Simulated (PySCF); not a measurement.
Compound: Zr(OH)Cl3 (singlet state).
SMILES: `[OH][Zr]([Cl])([Cl])[Cl]`

A linear-response calculation (PySCF, def2-SVPD basis, gas phase, vertical, core orbitals frozen in the response) gave these numbers; the functional is withheld.

Orbital energies (eV): HOMO-3 -11.36, HOMO-2 -10.90, HOMO-1 -10.89, HOMO -10.71, LUMO -1.05, LUMO+1 -1.03, LUMO+2 -0.22.

```
state  E (eV)       f           main configurations (H = HOMO, L = LUMO)
   S1    6.14  0.0002               H-2/H-1→L (≥65%), H-2/H-1→L+1 (≥18%)
   S2    6.15  0.0032    H→L (49%), H-2/H-1→L+1 (≥26%), H-2/H-1→L (≥12%)
   S3    6.17  0.0025  H→L+1 (43%), H-2/H-1→L+1 (≥35%), H-2/H-1→L (≥12%)
   S4    6.34  0.0060               H-2/H-1→L (≥51%), H-2/H-1→L+1 (≥28%)
   S5    6.35   0.036         H→L (25%), H-3→L+1 (17%), H-2/H-1→L (≥15%)
   S6    6.36   0.035       H→L+1 (25%), H-3→L (17%), H-2/H-1→L+1 (≥15%)
```

Triplets (Tamm–Dancoff): T1 5.78 eV, H→L (62%), H→L+1 (14%); T2 5.80 eV, H→L+1 (62%), H→L (13%); T3 5.98 eV, H-2/H-1→L (≥53%), H-2/H-1→L+1 (≥27%); T4 6.10 eV, H-2/H-1→L (≥61%), H→L (12%).

Vertical ionisation energy by ΔSCF with the same functional: 11.60 eV. Mean static polarisability: 85.0 au.

Orbitals of the list HOMO-3 to LUMO+2 that lie within 0.01 eV of each other are written together with a slash and their weights summed (≥ marks a lower bound); for degenerate orbitals outside that list single weights are arbitrary.

Problem. Name the functional.
A. PBE
B. HF
C. CAM-B3LYP
D. B3LYP

Solution. C. CAM-B3LYP is range-separated, 19% exact exchange at short range and 65% at long range (ω = 0.33 bohr⁻¹). In this run −ε(HOMO) = 10.71 eV differs from the ΔSCF value by -0.89 eV, and S1 differs from the orbital gap of 9.66 eV by -3.52 eV. The ratio −ε(HOMO)/IP is 0.92. Small neutral molecules mostly give 0.85 to 0.93 with CAM-B3LYP, 0.5 to 0.7 with PBE, 0.67 to 0.83 with B3LYP; Hartree–Fock can't fall below 1, since the ion's relaxation only lowers the ΔSCF value.

Level of theory: TDDFT CAM-B3LYP/def2-SVPD, vertical, gas phase, core orbitals frozen in the response, def2 core potentials past Kr (PySCF 2.14.0, density-fitted response routines). Isolated species at its PBE0-D3(BJ)/def2-SVP geometry, gas phase. Spin–orbit coupling is left out.

The run took 2.5 min wall on one thread, Arm Neoverse V1, no GPU (shared host).
